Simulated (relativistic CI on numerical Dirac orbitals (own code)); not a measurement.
**From line strength to rate: Ag+ 2113.82 Å (air)**

Problem. For 4d⁹5s ³D3 – 4d⁹5p ³D°3 of Ag+ a semi-empirical relativistic CI calculation gives the line strength S = 12.21 e²a₀² in the length gauge. The measured levels are 39168.03 and 86460.65 cm⁻¹ (NIST Handbook). Find gf, f, A and the partial lifetime.

Working.
1. σ = 86460.65 − 39168.03 = 47292.62 cm⁻¹, so the vacuum wavelength is 10⁸/σ = 2114.49 Å.
2. gf = 303.756 S/λ(Å) = 1.754, log gf = 0.244; with g = 7 for the lower level, f = 0.251.
3. A = 2.02613 × 10¹⁸ S/(g_u λ³) with g_u = 7: A = 3.74 × 10^8 s⁻¹.
4. The partial lifetime for this S is 1/A = 2.67 ns; in the calculation this line carries 77 % of the decay of the upper level.

Check. The Handbook lists A = 3.26 × 10^8 s⁻¹, a tabulated value with its own uncertainty (a few per cent for the best lines, 25 % or more for others); ours lies 15 % above it. The velocity form of the same calculation gives S = 10.2, and the gap between the two forms is a rough gauge of the error in S. With the computed energy (43949 cm⁻¹) in place of the measured one the rate would change by the factor (σ_calc/σ)³ = 0.80.
